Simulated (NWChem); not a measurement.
Species: CrNH2O2Cl; SMILES [Cl][Cr](=[O])(=[O])[NH2]

```xyz
7

Cr     0.0807    -0.3174    -0.0003
O      0.8232    -0.7517     1.2686
O      0.8120    -0.7521    -1.2757
Cl    -0.1162     1.8209     0.0003
N     -1.5099    -1.0646     0.0068
H     -1.9669    -1.3759     0.8607
H     -1.9744    -1.3763    -0.8429
```
Atoms are numbered in this order, from 1.

Level: PBE0/def2-SVP (NWChem), optimised geometry, unscaled harmonic frequencies. 

### Question
List the harmonic frequencies with IR intensities, and the thermochemistry.

### Answer
```json
[
 {"frequency (cm⁻¹)": "195", "IR intensity (km/mol)": "12.0"},
 {"frequency (cm⁻¹)": "220", "IR intensity (km/mol)": "0.1"},
 {"frequency (cm⁻¹)": "282", "IR intensity (km/mol)": "2.4"},
 {"frequency (cm⁻¹)": "291", "IR intensity (km/mol)": "6.4"},
 {"frequency (cm⁻¹)": "383", "IR intensity (km/mol)": "9.3"},
 {"frequency (cm⁻¹)": "435", "IR intensity (km/mol)": "0.2"},
 {"frequency (cm⁻¹)": "459", "IR intensity (km/mol)": "22.3"},
 {"frequency (cm⁻¹)": "536", "IR intensity (km/mol)": "196.9"},
 {"frequency (cm⁻¹)": "694", "IR intensity (km/mol)": "4.5"},
 {"frequency (cm⁻¹)": "799", "IR intensity (km/mol)": "70.5"},
 {"frequency (cm⁻¹)": "1160", "IR intensity (km/mol)": "94.4"},
 {"frequency (cm⁻¹)": "1177", "IR intensity (km/mol)": "175.6"},
 {"frequency (cm⁻¹)": "1475", "IR intensity (km/mol)": "43.7"},
 {"frequency (cm⁻¹)": "3571", "IR intensity (km/mol)": "177.1"},
 {"frequency (cm⁻¹)": "3697", "IR intensity (km/mol)": "81.5"}
]
```

| Property | Result |
|---|---|
| zero-point energy | 22.0 kcal/mol |
| thermal correction to the enthalpy at 298.15 K (with zero-point energy) | 26.4 kcal/mol |
| heat capacity Cv | 20.4 cal/(mol K) |
| entropy at 298.15 K and 1 atm (symmetry number 1) | 78.5 cal/(mol K) |
| dipole moment | 4.02 D |

Rigid rotor and harmonic oscillator.
